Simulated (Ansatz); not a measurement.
`B[SiH](F)F` and `F[SiH](F)[AlH2]` differ in one element.

Ansatz, PBE0-D4/def2-TZVP geometries, multiplicity 1. 

| property | `B[SiH](F)F` |
| --- | --- |
| HOMO–LUMO gap (B3LYP/def2-TZVPP) / eV | 5.26 |
| size of the dipole moment (PBE/def2-TZVPP) / D | 1.71 |
| size of the dipole moment (B3LYP/def2-TZVPP) / D | 1.85 |
| zero-point energy (PBE0-D4/def2-TZVP) / kJ/mol | 90.3 |
| HOMO–LUMO gap (PBE0/def2-TZVPP) / eV | 5.65 |
| HOMO energy (B3LYP/def2-TZVPP) / eV | -8.54 |

**Question.** What does the change do to each property? (Best estimate.)

**Answer.** Ansatz gave: 
```tsv
property	`F[SiH](F)[AlH2]`	shift
HOMO–LUMO gap (B3LYP/def2-TZVPP) / eV	4.94	-0.32
size of the dipole moment (PBE/def2-TZVPP) / D	1.67	-0.04
size of the dipole moment (B3LYP/def2-TZVPP) / D	1.84	-0.01
zero-point energy (PBE0-D4/def2-TZVP) / kJ/mol	73.3	-17.0
HOMO–LUMO gap (PBE0/def2-TZVPP) / eV	5.31	-0.34
HOMO energy (B3LYP/def2-TZVPP) / eV	-7.66	0.88
```

With PBE0 the HOMO rises by 0.88 eV and the LUMO rises by 0.55 eV, so the gap narrows by about 0.33 eV. PBE moves the HOMO by 0.73 eV and ωB97M-V by 1.06 eV. Dipoles are sizes alone; their direction can turn.

B3LYP here is the variant with VWN-RPA as its local correlation; programs differ in this.
